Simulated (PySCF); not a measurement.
## Finite-field polarisability of C (carbon, neutral)

[He] 2s2 2p2, high-spin 3P determinant. All numbers are calculated (PySCF 2.14, the spin-free X2C one-electron Hamiltonian (Gaussian nucleus), in ANO-RCC-VTZP (4s3p2d1f, 30 functions)). Frozen: 1s2. Energy changes in a uniform field (μhartree):

```tsv
axis	F (au)	HF	MP2	CCSD	CCSD(T)
x	0.0045	-99.690	-85.226	-89.988	-90.272
x	0.009	-398.715	-341.149	-359.998	-361.122
y	0.0043	-99.382	-95.056	-94.358	-94.418
y	0.0086	-397.529	-380.249	-377.465	-377.705
```

By symmetry the remaining axis equals y.

Task: Derive α along x at CCSD(T) from the two fields.

Result: With ΔE = −αF²/2 − γF⁴/24, α = −(16 ΔE(F) − ΔE(2F))/(6F²) = 8.915 bohr³.

Task: And the mean polarisability at each level?

Result: The components xx, yy, zz at CCSD(T) are 8.915, 10.21, 10.21, the third axis being equal by symmetry to one of the two computed. Means: HF 10.45, MP2 9.660, CCSD 9.767, CCSD(T) 9.780 bohr³. Reference: 11.3 ± 0.4 bohr³ (recommended; Schwerdtfeger and Nagle, table of static dipole polarizabilities (2023 update)).

CCSD(T) lies more than 5 % below the reference, which points to too few diffuse and polarisation functions.

The basis has no added diffuse functions, which lowers α.
